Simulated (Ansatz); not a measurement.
Program: Ansatz. Geometries: PBE0-D4/def2-TZVP. ΔE: electronic, gas phase. CBS: MP2 limit from def2 TZ/QZ plus the TZ coupled-cluster correction, frozen cores. Functionals use def2-TZVPP. B3LYP here is the variant with VWN-RPA as its local correlation; programs differ in this. Each species was taken in one conformer, which may not be the lowest.

`BN[SiH2]C=C` → `B[SiH](C)N=C`  (isomerisation)

| level | ΔE (kJ/mol) |
| --- | --- |
| r2SCAN-D4 | 188.3 |
| PBE0-D4 | 186.3 |
| B3LYP-D4 | 191.0 |
| B2PLYP | 194.6 |
| MP2/def2-TZVPP | 200.4 |
| SCS-MP2/def2-QZVPP | 197.8 |
| HF/CBS(def2) | 192.2 |
| MP2/CBS(def2) | 203.2 |

What does CCSD(T)/CBS give? (Best estimate.)

Ansatz gave: +195.6 kJ/mol. The listed levels differ from it by -7.3, -9.3, -4.6, -1.0, 4.8, 2.2, -3.4, 7.6 kJ/mol.

Largest T1 diagnostic among the species: 0.012.

From PBE to PBE0 (25 % exact exchange), in def2-TZVPP and without D4, ΔE moves by +5.0 kJ/mol.
